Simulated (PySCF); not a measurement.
Polarisability and C₆ of Bi²⁺ (bismuth, charge +2)

[Xe] 4f14 5d10 6s2 6p1, 2P determinant. All numbers are calculated (PySCF 2.14, the spin-free X2C one-electron Hamiltonian (Gaussian nucleus), in aug-cc-pwCVTZ-DK3). Coupled (time-dependent) response in atomic units; α is the mean over directions.

```tsv
method	mean α (bohr³)	α xx, yy, zz	C₆ (like pair)	S(−4)
PBE0	16.08	15.10, 18.03, 15.10	119.3	65.69
```

S(−4) is the Cauchy moment in α(ω) = α(0) + S(−4) ω² + …

Spin-orbit coupling is absent.

α(iu) at PBE0:

| u (hartree) | α(iu) (bohr³) |
| --- | --- |
| 0 | 16.08 |
| 0.0500 | 15.92 |
| 0.100 | 15.45 |
| 0.200 | 13.91 |
| 0.300 | 12.07 |
| 0.500 | 8.877 |
| 0.750 | 6.336 |
| 1.00 | 4.829 |
| 1.50 | 3.188 |
| 2.00 | 2.310 |
| 3.00 | 1.386 |
| 5.00 | 0.6542 |

For an ion, C₆ is the dispersion term alone; charge-induced terms of lower order in 1/R come first.

The components differ because the open shell of this determinant is not spherical; for a pure term their mean is the scalar polarisability.

Spin-orbit coupling, absent here, splits the open shell strongly.
